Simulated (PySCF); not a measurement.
Computed IR spectrum (relative IR intensity) of a molecule C4H3ClF2. Geometry optimised at PBE-D3(BJ)/def2-SVP. Other conformers were not sampled. Level of theory: PBE-D3(BJ)/def2-SVP (PySCF). Frequencies are harmonic and unscaled.

Lines under 2 % of the strongest are left out, and lines within 2 cm⁻¹ are merged.

```tsv
ν (cm⁻¹)	relative intensity
321	3.5
371	2.1
480	4.6
812	34
817	17
921	6.5
995	92
1163	71
1251	46
1324	13
1370	39
1677	100
3123	3.4
3135	3.0
```

**Question.** Identify the compound among the candidates.
A) FC1=C(Cl)C[C@H]1F
B) CC(Cl)=C=C(F)F
C) F/C=C(F)/C=C\Cl
D) C=C(F)/C(Cl)=C\F

**Answer.** D, C=C(F)/C(Cl)=C\F
